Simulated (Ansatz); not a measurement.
Relaxation of Cl₃GaH (5 atoms, charge 0, multiplicity 2), to a largest force component of 0.03 eV/Å in at most 50 steps.

The calculation used Ansatz, UKS PBE0-D4/def2-SVP.

```xyz
5
Properties=species:S:1:pos:R:3
Ga 0.000 0.000 -0.310
Cl 0.001 0.000 3.130
Cl 1.866 0.000 -1.435
Cl -1.866 0.000 -1.435
H -0.001 0.000 4.460
```

Q: Where does it end, and by what steps?

A: It converged. The force dipped under the threshold on the way, but the program's further checks kept it going. After 40 steps the energy has fallen by 0.363 eV; H5 moved furthest, 2.27 Å.

```csv
step,energy less start (eV),largest force component (eV/Å),accepted
0,0.0000,1.186,yes
2,-0.0256,0.101,yes
4,-0.0264,0.037,yes
6,-0.0276,0.182,yes
8,-0.0315,0.103,yes
10,-0.0271,0.867,no
12,-0.0467,0.203,yes
14,-0.0567,0.061,yes
16,-0.0463,0.946,no
18,-0.0667,0.211,yes
20,-0.0769,0.362,yes
22,-0.0799,0.121,yes
24,-0.1079,0.378,yes
26,-0.1828,0.448,yes
28,-0.2504,0.410,yes
30,-0.2619,0.103,yes
32,-0.2705,0.776,yes
34,-0.3227,0.248,yes
36,-0.3457,0.715,yes
38,-0.3579,0.128,yes
40,-0.3630,0.012,yes
```

```xyz
5
Properties=species:S:1:pos:R:3
Ga -0.200 -0.812 0.019
Cl -0.430 -0.144 2.735
Cl 1.747 0.242 0.173
Cl -1.818 0.348 -0.853
H 0.700 0.366 2.336
```

Whether the end is a true minimum wasn't checked by a vibrational analysis.

Run time: 77 s on 4 threads of Arm Neoverse V2 (shared host), peak memory 0.31 GiB.
